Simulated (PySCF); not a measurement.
CaF, SMILES [F][Ca+], charge +1.

Coordinates come from a PBE-D3(BJ)/def2-TZVPD optimisation. The multiplicity is an assumed one; other spin states were not compared.

Calculation: PBE-D3(BJ)/def2-TZVPD run with PySCF.

Frequencies are harmonic and unscaled.

| mode | ν (cm⁻¹) | IR (km/mol) | Raman (Å⁴/amu) | depolarisation | moving atoms (share of kinetic energy) |
|---|---|---|---|---|---|
| 1 | 677 | 154.4 | 8.5 | 0.07 | F 68 %, Ca 32 % |
